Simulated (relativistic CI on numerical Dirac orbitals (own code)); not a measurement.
**Forbidden transitions in Pm XII**

Computed by Dirac-Coulomb-Breit CI, KLI orbitals optimised for each configuration, model QED (radiative potential, 1s self-energy scaled to tabulated hydrogen-like ionisation energies), unscaled Slater integrals (own radial code, finite nucleus).

Configurations in the expansion (outside the closed core [Kr] 4d10): 4f2 5s2, 4f 5s2 5p, 4f2 5s 5p, 4f4, 4f3 5s, 4f 5s 5p2, 4f3 5p, 4f2 5s 5d, 5s2 5p 5d, 4f 5s2 5d, 5s2 5p 6s, 5s2 5p2, 5s 5p3, 5s 5p2 5d, 4f2 5p2, 4f 5p3, 4f 5p2 5d, 5s2 5d2, 5s 5p 5d2, 5s 5d3, 4f 5s 5p 5d, 4f 5p 5d2. Double excitations out of closed p, d and f shells are left out; levels of such configurations are missing from the list, as are those of other unlisted configurations, and high levels can miss mixing partners.

```tsv
λ vac (Å)	Lower	Upper	Type	A (s⁻¹)	log gf
1017.6	4f2 5s2 3H_5 [2]	4f 5s2 5p 3F_4 [19]	E2	2.51e+01	-7.46
1057.9	4f2 5s2 3H_6 [3]	4f 5s2 5p 3F_4 [19]	E2	1.41e+02	-6.67
1069.8	4f2 5s2 3H_5 [2]	4f 5s2 5p 3G_3 [18]	E2	8.68e+01	-6.98
1105.3	4f2 5s2 3F_4 [6]	4f 5s2 5p 3F_4 [19]	E2	2.78e+01	-7.34
1167.2	4f2 5s2 3F_4 [6]	4f 5s2 5p 3G_3 [18]	E2	4.74e+01	-7.17
1609.5	4f2 5s2 3H_4 [1]	4f 5s2 5p 3G_4 [16]	E2	6.83e-01	-8.62
1679.0	4f2 5s2 3H_4 [1]	4f 5s2 5p 3F_3 [15]	E2	1.32e+00	-8.41
1709.7	4f2 5s2 3H_5 [2]	4f 5s2 5p 3G_4 [16]	E2	7.97e+00	-7.50
1742.7	4f2 5s2 3H_4 [1]	4f 5s2 5p 3F_2 [14]	E2	1.14e+01	-7.59
1788.4	4f2 5s2 3H_5 [2]	4f 5s2 5p 3F_3 [15]	E2	4.59e+00	-7.81
1826.8	4f2 5s2 3H_6 [3]	4f 5s2 5p 3G_4 [16]	E2	2.67e+00	-7.92
1876.2	4f2 5s2 1D_2 [8]	4f2 5s2 1S_0 [17]	E2	1.27e+01	-8.17
1890.4	4f 5s2 5p 3G_3 [13]	4f 5s2 5p 3D_2 [20]	M1	2.46e+02	-6.18
1890.8	4f2 5s2 3H_4 [1]	4f 5s2 5p 3G_3 [13]	E2	7.01e+00	-7.58
1970.6	4f2 5s2 3F_3 [5]	4f 5s2 5p 3G_4 [16]	E2	9.80e-01	-8.29
1972.9	4f2 5s2 3F_4 [6]	4f 5s2 5p 3G_4 [16]	E2	1.67e+00	-8.06
1978.9	4f2 5s2 3F_2 [4]	4f 5s2 5p 3F_3 [15]	E2	8.08e-01	-8.48
2039.6	4f 5s2 5p 3G_3 [13]	4f 5s2 5p 3F_4 [19]	M1	4.38e+02	-5.61
2065.9	4f 5s2 5p 3F_2 [14]	4f 5s2 5p 3D_2 [20]	M1	7.29e+02	-5.63
2220.5	4f2 5s2 3P_1 [11]	4f2 5s2 1S_0 [17]	M1	4.87e+01	-7.44
2260.8	4f 5s2 5p 3G_3 [13]	4f 5s2 5p 3G_3 [18]	M1	4.61e+02	-5.61
2360.9	4f 5s2 5p 3F_3 [15]	4f 5s2 5p 3F_4 [19]	M1	1.79e+02	-5.87
2513.5	4f 5s2 5p 3G_4 [16]	4f 5s2 5p 3F_4 [19]	M1	2.74e+02	-5.63
2516.6	4f 5s2 5p 3F_2 [14]	4f 5s2 5p 3G_3 [18]	M1	3.19e+02	-5.67
2662.4	4f 5s2 5p 3F_3 [15]	4f 5s2 5p 3G_3 [18]	M1	4.20e+01	-6.50
2951.2	4f2 5s2 3H_5 [2]	4f2 5s2 1I_6 [9]	M1	2.44e+00	-7.38
3285.0	4f2 5s2 3F_2 [4]	4f2 5s2 3P_1 [11]	E2	1.39e-01	-9.17
3318.3	4f2 5s2 3H_6 [3]	4f2 5s2 1I_6 [9]	M1	2.44e+00	-7.28
3331.4	4f2 5s2 3F_3 [5]	4f2 5s2 3P_2 [12]	M1	7.36e-01	-8.21
3561.1	4f2 5s2 3F_3 [5]	4f2 5s2 3P_1 [11]	E2	1.90e-01	-8.97
4508.9	4f2 5s2 3F_2 [4]	4f2 5s2 1D_2 [8]	M1	4.01e+00	-7.21
5045.9	4f2 5s2 3F_3 [5]	4f2 5s2 1D_2 [8]	M1	5.47e+00	-6.98
6091.6	4f2 5s2 3H_4 [1]	4f2 5s2 3F_4 [7]	M1	5.25e-01	-7.58
7827.9	4f2 5s2 3H_5 [2]	4f2 5s2 3F_4 [7]	M1	7.35e-01	-7.22
8738.6	4f2 5s2 3H_4 [1]	4f2 5s2 3F_4 [6]	M1	9.84e-01	-6.99
8784.3	4f2 5s2 3H_4 [1]	4f2 5s2 3F_3 [5]	M1	3.97e-02	-8.49
9804.9	4f2 5s2 1D_2 [8]	4f2 5s2 3P_2 [12]	M1	3.10e+00	-6.65
10819.3	4f 5s2 5p 3G_3 [13]	4f 5s2 5p 3G_4 [16]	M1	8.79e+00	-5.86
12101.9	4f2 5s2 1D_2 [8]	4f2 5s2 3P_1 [11]	M1	9.76e-01	-7.19
12816.5	4f2 5s2 3H_5 [2]	4f2 5s2 3F_4 [6]	M1	3.40e-01	-7.12
19872.9	4f2 5s2 3F_3 [5]	4f2 5s2 3F_4 [7]	M1	1.28e+00	-6.17
20111.1	4f2 5s2 3F_4 [6]	4f2 5s2 3F_4 [7]	M1	1.08e+00	-6.23
26679.9	4f2 5s2 3H_5 [2]	4f2 5s2 3H_6 [3]	M1	1.18e+00	-5.79
27464.4	4f2 5s2 3H_4 [1]	4f2 5s2 3H_5 [2]	M1	1.24e+00	-5.81
42369.6	4f2 5s2 3F_2 [4]	4f2 5s2 3F_3 [5]	M1	3.31e-01	-6.21
```

Terms are leading LS components. Brackets give the number of a level in order of energy, since labels repeat. The list gives strong lines, with weight on those to low levels, among the lowest 200 of 2299 levels, so that lines to higher ones, which can be the strongest, are missing. Levels whose partners in the same complex of configurations lie outside the list can be far off, and so can their lines. Rates are taken at the computed energies, electric ones in the length gauge.

At this charge transitions that keep the count of f electrons are usually good to a few per cent. Terms inside the open d or f shell come out 10 to 20 % too wide with unscaled integrals. Levels and lines within the n = 5 or 6 shells can be off by up to 10 % or somewhat more, and those that change n by about 2 %, since core polarisation is missing. Levels that differ in their count of f electrons can be misplaced by several ten thousand cm⁻¹, since the correlation energy of f electrons is missing or only estimated; rates across such gaps can be off by orders of magnitude.

LS names give the leading component of a level, which can be under half, so a name can repeat, a term be missing and a line seem to break the LS rules.
